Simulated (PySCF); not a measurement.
**Polarisability of `SC[n+]1ccoc1`**

Species: C₄H₆NOS (charge +1).
Geometry (GFN2-xTB, Å), atoms numbered from 1 in this order:
```
atom  x, y, z in Å
S1     2.387    0.687   -0.745
C2     1.383   -0.600    0.102
N3    -0.024   -0.302   -0.028
C4    -0.795    0.398    0.864
C5    -2.021    0.513    0.290
O6    -1.985   -0.091   -0.905
C7    -0.791   -0.566   -1.075
H8     2.458    1.540    0.277
H9     1.655   -0.664    1.154
H10    1.604   -1.540   -0.405
H11   -0.431    0.745    1.811
H12   -2.936    0.972    0.615
H13   -0.508   -1.092   -1.971
```

Level: PBE0/def2-SVPD (PySCF), static field, nuclei fixed, core orbitals frozen in the response. The polarisability tensor in these axes (au):

```
x   85.88  0.37 -2.10
y    0.37 58.14  5.53
z   -2.10  5.53 63.79
```

**Question.** Give the principal values, the mean and the anisotropy Δα = √{½[(α1 − α2)² + (α2 − α3)² + (α1 − α3)²]}.

**Answer.** Principal values 54.69, 67.04 and 86.08 au; mean 69.27 au = 10.26 Å³ = 11.42 × 10⁻⁴⁰ C²·m²/J; Δα = 27.39 au (40 % of the mean).

**Question.** What are the principal values of the traceless quadrupole moment, Θ = ½Σq(3rr − r²1), about the centre of nuclear charge?

**Answer.** -11.23, 4.24, 6.99 D·Å. The values depend on the origin, since the species is charged. The electronic extent ⟨r²⟩ about the same centre is 935 bohr², a root-mean-square distance of 2.09 Å for the 60 electrons.

**Question.** What depolarisation ratio follows for Rayleigh scattering of linearly polarised light, taking the static tensor?

**Answer.** ρ = 3Δα²/(45ᾱ² + 4Δα²) = 2250.6/(215913 + 3000.8) = 0.0103.

**Question.** Along which axes do the principal values lie, and how far do the nuclei extend along each?

**Answer.** Largest value along (1.00, -0.01, -0.10), where the nuclei span 5.43 Å; middle along (0.08, 0.53, 0.84), 4.17 Å; least along (-0.05, 0.85, -0.53), 2.30 Å. The response follows the extents in order.

The structure is a single GFN2-xTB conformer in the gas phase; no vibrational or solvent corrections.

The run behind these numbers computed excited states as well. The run took about 60 s of CPU time (one thread, shared machine).
